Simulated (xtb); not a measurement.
xtb input for (E)-1,1-difluorobut-2-ene (C4H6F2), SMILES FC(/C=C/C)F, GFN2-xTB. 

```
$ xtb mol.xyz --gfn 2 --ohess tight --chrg 0 --uhf 0 --json
$ cat mol.xyz
12

C     -1.96760000     0.31870000    -0.03420000
C     -0.48670000     0.43490000     0.28020000
C      0.44430000    -0.40550000    -0.22270000
C      1.90250000    -0.32350000    -0.03530000
F      2.22300000     0.63430000     0.92910000
F      2.32350000    -1.51160000     0.41210000
H     -2.48460000     0.12850000     0.87650000
H     -2.20570000    -0.48530000    -0.71460000
H     -2.32820000     1.25980000    -0.45710000
H     -0.20390000     1.20100000     0.92140000
H      0.14550000    -1.19240000    -0.93900000
H      2.46310000    -0.08740000    -0.94680000
```

Log of the run:

```
[banner left out]
          |                Calculation Setup                |
           -------------------------------------------------



           -------------------------------------------------
          |                 G F N 2 - x T B                 |
           -------------------------------------------------

        Reference                      10.1021/acs.jctc.8b01176
      * Hamiltonian:
        H0-scaling (s, p, d)           1.850000    2.230000    2.230000
        zeta-weighting                 0.500000
      * Dispersion:
        s8                             2.700000
        a1                             0.520000
        a2                             5.000000
        s9                             5.000000
      * Repulsion:
        kExp                           1.500000    1.000000
        rExp                           1.000000
      * Coulomb:
        alpha                          2.000000
        third order                    shell-resolved
        anisotropic                    true
        a3                             3.000000
        a5                             4.000000
        cn-shift                       1.200000
        cn-exp                         4.000000
        max-rad                        5.000000


          ...................................................
          :                      SETUP                      :
          :.................................................:
          :  # basis functions                  30          :
          :  # atomic orbitals                  30          :
          :  # shells                           18          :
          :  # electrons                        36          :
          :  max. iterations                   250          :
          :  Hamiltonian                  GFN2-xTB          :
          :  restarted?                      false          :
          :  GBSA solvation                  false          :
[...]
        21                          0.0577368               1.5711
        22                          0.0999703               2.7203
        23                          0.1186889               3.2297
        24                          0.1464293               3.9845
        25                          0.1646768               4.4811
        26                          0.1860685               5.0632
        27                          0.2057294               5.5982
        28                          0.2202243               5.9926
        29                          0.3809520              10.3662
        30                          0.6126415              16.6708
      -------------------------------------------------------------
                  HL-Gap            0.1928306 Eh            5.2472 eV
             Fermi-level           -0.3287716 Eh           -8.9463 eV

     #   Z          covCN         q      C6AA      α(0)
     1   6 C        3.757    -0.111    22.676     6.790
     2   6 C        2.888    -0.012    28.322     8.725
     3   6 C        2.891    -0.073    29.809     8.951
     4   6 C        3.471     0.306    17.661     6.303
     5   9 F        0.787    -0.228    11.532     4.011
     6   9 F        0.787    -0.232    11.566     4.017
     7   1 H        0.925     0.062     2.174     2.306
     8   1 H        0.925     0.050     2.316     2.380
     9   1 H        0.925     0.059     2.209     2.324
    10   1 H        0.925     0.062     2.173     2.305
    11   1 H        0.926     0.059     2.208     2.324
    12   1 H        0.923     0.057     2.236     2.339

 Mol. C6AA /au·bohr⁶  :       1243.796555
 Mol. C8AA /au·bohr⁸  :      27056.199539
 Mol. α(0) /au        :         52.774793


Wiberg/Mayer (AO) data.
largest (>0.10) Wiberg bond orders for each atom

 ---------------------------------------------------------------------------
     #   Z sym  total        # sym  WBO       # sym  WBO       # sym  WBO
 ---------------------------------------------------------------------------
     1   6 C    3.995 --     2 C    1.047     8 H    0.985     9 H    0.965
                             7 H    0.965
     2   6 C    3.988 --     3 C    1.924     1 C    1.047    10 H    0.962
     3   6 C    3.977 --     2 C    1.924     4 C    0.990    11 H    0.960
     4   6 C    3.845 --     3 C    0.990     5 F    0.948    12 H    0.942
                             6 F    0.936
     5   9 F    1.040 --     4 C    0.948
     6   9 F    1.034 --     4 C    0.936
     7   1 H    0.996 --     1 C    0.965
     8   1 H    0.997 --     1 C    0.985
     9   1 H    0.996 --     1 C    0.965
    10   1 H    0.996 --     2 C    0.962
    11   1 H    0.996 --     3 C    0.960
    12   1 H    0.996 --     4 C    0.942
 ---------------------------------------------------------------------------

Topologies differ in total number of bonds
Writing topology from bond orders to xtbtopo.mol

molecular dipole:
                 x           y           z       tot (Debye)
 q only:       -1.014       0.285      -0.680
   full:       -0.985       0.307      -0.815       3.341
molecular quadrupole (traceless):
                xx          xy          yy          xz          yz          zz
 q only:       -0.962       1.184      -0.393      -4.644       0.874       1.356
  q+dip:       -0.339       1.398      -1.350      -6.476       1.796       1.690
   full:       -0.723       1.511      -1.045      -6.115       1.152       1.768

           -------------------------------------------------
          |                Geometry Summary                 |
           -------------------------------------------------

      molecular mass/u    :       92.0873944
   center of mass at/Å    :        0.8640375      -0.1670869       0.2584941
  moments of inertia/u·Å² :        0.6181077E+02   0.2686234E+03   0.3095482E+03
rotational constants/cm⁻¹ :        0.2727297E+00   0.6275565E-01   0.5445884E-01

 * 9 selected distances

     #   Z          #   Z                                           value/Å
     2   6 C        3   6 C                                       1.3228395
     4   6 C        5   9 F                                       1.3543773
     4   6 C        6   9 F                                       1.3627518 (max)
     1   6 C        7   1 H                                       1.0890369
     1   6 C        8   1 H                                       1.0866474
     1   6 C        9   1 H                                       1.0893305
     2   6 C       10   1 H                                       1.0820263
     3   6 C       11   1 H                                       1.0803069 (min)
     4   6 C       12   1 H                                       1.1045063

 * 3 distinct bonds (by element types)

   Z      Z             #   av. dist./Å        max./Å        min./Å
   1 H    6 C           6     1.0886424     1.1045063     1.0803069
   6 C    6 C           1     1.3228395     1.3228395     1.3228395
   6 C    9 F           2     1.3585646     1.3627518     1.3543773

           -------------------------------------------------
          |               Frequency Printout                |
           -------------------------------------------------
 projected vibrational frequencies (cm⁻¹)
eigval :       -0.00    -0.00    -0.00     0.00     0.00     0.00
eigval :       52.98   161.04   169.22   188.95   355.45   413.57
eigval :      498.06   640.80   762.26   907.84   987.01   993.70
eigval :     1006.09  1038.75  1122.06  1139.13  1242.33  1264.27
eigval :     1276.95  1294.13  1397.84  1467.82  1474.94  1732.09
eigval :     2847.67  3008.55  3023.07  3048.58  3071.10  3088.88
 reduced masses (amu)
   1: 10.82   2: 12.87   3: 15.41   4: 13.88   5: 15.06   6: 15.73   7:  8.97   8:  8.33
   9:  6.68  10: 11.80  11: 12.01  12: 13.38  13: 15.93  14:  9.19  15:  8.66  16:  9.34
  17:  6.39  18:  3.13  19: 12.73  20:  4.38  21:  9.00  22:  9.26  23:  3.41  24:  3.95
  25:  4.27  26:  3.10  27:  3.34  28:  1.58  29:  1.69  30: 11.49  31:  1.71  32:  1.92
  33:  1.48  34:  1.72  35:  1.84  36:  1.83
 IR intensities (km·mol⁻¹)
   1:  0.56   2:  0.03   3:  0.38   4:  0.91   5:  2.72   6:  0.32   7:  0.44   8:  0.88
   9:  0.66  10:  3.14  11:  4.39  12:  5.45  13:  9.44  14: 14.72  15: 12.81  16: 31.77
  17: 23.53  18: 69.32  19:159.65  20:  2.94  21: 79.66  22:  6.13  23:  4.39  24: 26.81
  25: 43.20  26:  4.43  27:  8.54  28:  6.68  29: 12.44  30: 26.29  31: 39.35  32: 17.13
  33: 15.95  34: 13.72  35: 11.02  36: 32.90
 Raman intensities (Ä⁴*amu⁻¹)
   1:  0.00   2:  0.00   3:  0.00   4:  0.00   5:  0.00   6:  0.00   7:  0.00   8:  0.00
   9:  0.00  10:  0.00  11:  0.00  12:  0.00  13:  0.00  14:  0.00  15:  0.00  16:  0.00
  17:  0.00  18:  0.00  19:  0.00  20:  0.00  21:  0.00  22:  0.00  23:  0.00  24:  0.00
  25:  0.00  26:  0.00  27:  0.00  28:  0.00  29:  0.00  30:  0.00  31:  0.00  32:  0.00
  33:  0.00  34:  0.00  35:  0.00  36:  0.00
 output can be read by thermo (or use thermo option).
 writing <g98.out> molden fake output.
 recommended (thermochemical) frequency scaling factor: 1.0
           -------------------------------------------------
          |             Thermodynamic Functions             |
Molecule has no symmetry elements
It seems to be the C1 point group
           -------------------------------------------------

c1  symmetry found (for desy threshold:  0.10E+00) used in thermo

          ...................................................
          :                      SETUP                      :
          :.................................................:
          :  # frequencies                          30      :
          :  # imaginary freq.                       0      :
          :  linear?                             false      :
          :  only rotor calc.                    false      :
          :  symmetry                               c1      :
          :  rotational number                       1      :
          :  scaling factor                  1.0000000      :
          :  rotor cutoff                   50.0000000 cm⁻¹ :
          :  imag. cutoff                  -20.0000000 cm⁻¹ :
          :.................................................:

    mode    ω/cm⁻¹     T·S(HO)/kcal·mol⁻¹    T·S(FR)/kcal·mol⁻¹   T·S(vib)
   ------------------------------------------------------------------------
       1     52.98    -1.40212 ( 55.77%)    -1.03893 ( 44.23%)    -1.24149
       2    161.04    -0.75657 ( 99.08%)    -0.70991 (  0.92%)    -0.75614
       3    169.22    -0.72871 ( 99.24%)    -0.69524 (  0.76%)    -0.72846
       4    188.95    -0.66729 ( 99.51%)    -0.66259 (  0.49%)    -0.66727
   ------------------------------------------------------------------------

   temp. (K)  partition function   enthalpy   heat capacity  entropy
                                   cal/mol     cal/K/mol   cal/K/mol   J/K/mol
 298.15  VIB   43.7                 2547.740     16.513     15.511
         ROT  0.173E+06              888.752      2.981     26.951
         INT  0.757E+07             3436.492     19.494     42.462
         TR   0.855E+27             1481.254      4.968     39.454
         TOT                        4917.7464    24.4623    81.9167   342.7396

       T/K    H(0)-H(T)+PV         H(T)/Eh          T*S/Eh         G(T)/Eh
   ------------------------------------------------------------------------
    298.15    0.783693E-02    0.982235E-01    0.389213E-01    0.593022E-01
   ------------------------------------------------------------------------

         :::::::::::::::::::::::::::::::::::::::::::::::::::::
         ::                  THERMODYNAMIC                  ::
         :::::::::::::::::::::::::::::::::::::::::::::::::::::
         :: total free energy         -21.002796759096 Eh   ::
         ::.................................................::
         :: total energy              -21.062098971199 Eh   ::
         :: zero point energy           0.090386564742 Eh   ::
         :: G(RRHO) w/o ZPVE           -0.031084352640 Eh   ::
         :: G(RRHO) contrib.            0.059302212102 Eh   ::
         :::::::::::::::::::::::::::::::::::::::::::::::::::::

optimized geometry written to: xtbopt.xyz


           -------------------------------------------------
          | TOTAL ENERGY              -21.062098971199 Eh   |
          | TOTAL ENTHALPY            -20.963875478789 Eh   |
          | TOTAL FREE ENERGY         -21.002796759096 Eh   |
          | GRADIENT NORM               0.000198637140 Eh/α |
          | HOMO-LUMO GAP               5.247188207517 eV   |
           -------------------------------------------------

------------------------------------------------------------------------
------------------------------------------------------------------------
 total:
 SCF:
 ANC optimizer:
 analytical hessian:
Note: The following floating-point exceptions are signalling: IEEE_UNDERFLOW_FLAG IEEE_DENORMAL
normal termination of xtb
```

Self-consistency was reached.
